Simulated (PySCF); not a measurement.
# Shapes and spin states of EuH₂

Computed with BP86 in PySCF with Eu def2-TZVP with ECP28, H def2-TZVP; scalar-relativistic core potentials, no spin–orbit coupling; density-fitted integrals.

Relaxations began from a few typed shapes and spin states; open shells are unrestricted. The search is not exhaustive: other isomers or separated fragments can lie lower, and high-lying points may rest on an excited occupation.

Question: Order these stationary points by electronic energy, lowest first, in kJ/mol from the lowest minimum.
A. octet C2v: Eu–H 2.111 Å (×2); H–Eu–H 110.7°
B. broken-symmetry Ms = 5/2 (⟨S²⟩ 10.35) D∞h: Eu–H 2.107 Å (×2); H–Eu–H 180.0°

Answer: A (0.0), B (159.7).

Question: Which of them are minima?

Answer: By energy in kJ/mol, 0.0: minimum; 159.7: minimum.

Starts that fell apart ended at -36 kJ/mol on the same scale (coarser grid).

Formally Eu is in oxidation state +2, with 7 electrons left for the f, d and s shells; the Mulliken f population is 6.98 and the spin on Eu 7.12.

For the lowest minimum: open d and f shells are described by one determinant, and the ground state may have another occupation or spin. The pruned grid is coarse for the open f shell: energies are uncertain by about 2 kJ/mol and soft modes are noisy. With an element this heavy the missing spin–orbit coupling can shift these numbers.
